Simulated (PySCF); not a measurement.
**Correlation energy of Nb²⁺ (niobium, charge +2)**

[Kr] 4d2 5s1, high-spin 4F determinant (an excited configuration). Calculation: PySCF 2.14, in aug-cc-pVDZ-PP with ECP28MDF; a scalar-relativistic core potential. Frozen: 4s2 4p6; 3 electrons correlated.

```json
{"level": "CCSD", "correlation energy (mhartree)": "-12.08"}
{"level": "(T)", "correlation energy (mhartree)": "-0.04"}
{"level": "CCSD(T)", "correlation energy (mhartree)": "-12.12"}
```

Diagnostics: T1 = 0.0026, D1 = 0.0041, largest double amplitude 0.022.

Cost of the coupled-cluster step: of the order of 1.1 core-seconds, for 3 correlated electrons.

Iterations:

```
CC2 = 0
CCSD nocc = (np.int64(3), np.int64(0)), nmo = (50, 50)
frozen orbitals [[0, 1, 2, 3], [0, 1, 2, 3]]
max_cycle = 100
direct = 0
conv_tol = 1e-08
conv_tol_normt = 1e-06
diis_space = 8
diis_start_cycle = 0
Init t2, MP2 energy = -0.00903476607425466
Init E_corr(UCCSD) = -0.00903476607599553
cycle = 1  E_corr(UCCSD) = -0.0112611757889379  dE = -0.00222640971  norm(t1,t2) = 0.0174819
cycle = 2  E_corr(UCCSD) = -0.0118406411901745  dE = -0.000579465401  norm(t1,t2) = 0.00554717
cycle = 3  E_corr(UCCSD) = -0.012088196115456  dE = -0.000247554925  norm(t1,t2) = 0.00210149
cycle = 4  E_corr(UCCSD) = -0.0120794242855113  dE = 8.77182994e-06  norm(t1,t2) = 0.000482937
cycle = 5  E_corr(UCCSD) = -0.0120817735311531  dE = -2.34924564e-06  norm(t1,t2) = 0.000125107
cycle = 6  E_corr(UCCSD) = -0.0120815875617243  dE = 1.85969429e-07  norm(t1,t2) = 1.01965e-05
cycle = 7  E_corr(UCCSD) = -0.0120816397233488  dE = -5.21616245e-08  norm(t1,t2) = 2.04627e-06
cycle = 8  E_corr(UCCSD) = -0.012081614271759  dE = 2.54515898e-08  norm(t1,t2) = 3.038e-07
cycle = 9  E_corr(UCCSD) = -0.0120816176269387  dE = -3.35517968e-09  norm(t1,t2) = 6.62314e-08
UCCSD converged
E(UCCSD) = -55.33971215232531  E_corr = -0.0120816176269387
UCCSD(T) correction = -4.06387803502658e-05
```
